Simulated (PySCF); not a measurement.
[CuCl6]4-: Cu(II) (d9), charge -4. The structure is a PBE0-D3(BJ)/def2-SVP, IEF-PCM water geometry optimised for multiplicity 2; coordination octahedral, point group D4h, metal–donor distances 2.35–3.34 Å.

```
7

Cu    0.0000    0.0000    0.0000
Cl    0.0000    0.0000    3.3433
Cl    0.0000    0.0000   -3.3433
Cl    2.3455    0.0000    0.0000
Cl   -2.3455    0.0000    0.0000
Cl    0.0000    2.3455    0.0000
Cl    0.0000   -2.3455    0.0000
```

Method (PySCF 2.14, density fitting): CASSCF(9,5) with orbitals averaged over all microstates of the shell, strongly contracted NEVPT2 on the averaged canonical orbitals; basis x2c-TZVPall on the metal, x2c-SVPall elsewhere; spin-free X2C; IEF-PCM water; spin-orbit coupling by state interaction with the mean-field operator over all roots.

Problem. Which term lies lowest, and with what spin?

Solution. 2B1g (from 2Eg) (S = 1/2, orbital degeneracy 1), with 6.0 electrons in the lower (t2g-type) set and 3.0 in the upper (eg-type) set, by NEVPT2.

Problem. Where do the spin-allowed transitions within the shell lie?

Solution. By NEVPT2: 2B2g (from 2T2g) at 9066 cm⁻¹ (1103 nm); 2A1g (from 2Eg) at 10451 cm⁻¹ (957 nm); 2Eg (from 2T2g) at 10772 cm⁻¹ (928 nm). All are electric-dipole forbidden at this geometry.

Problem. Give the fitted ligand-field and repulsion parameters.

Solution. At NEVPT2 level: orbital energies 0, 0, 321, 1705, 10772 cm⁻¹; 10Dq = 6132 cm⁻¹ (difference of the means of the two sets); ζ = 801 cm⁻¹ (free ion 818).

Problem. What are the magnetic parameters?

Solution. The ground doublet has g = 2.110, 2.110, 2.612. μeff is 2.04 μB at 300 K and 1.98 μB at 10 K; the spin-only value is 1.73 μB.

Ligand-hole states mix strongly into such Cu(II) halides; the d shell alone makes them too ionic, overstates g shifts and moments and can put the wrong state lowest. NEVPT2 lifts 2B2g (from 2T2g) from 5576 to 9066 cm⁻¹; on the d shell alone it tends to overshoot states that fill the eg-type orbitals.

The job took 13 s on one thread of Intel Xeon Platinum 8488C (shared host), with 156 basis functions and a peak of 0.77 GiB, launched as `OMP_NUM_THREADS=1 python lf_run.py task.json out`.
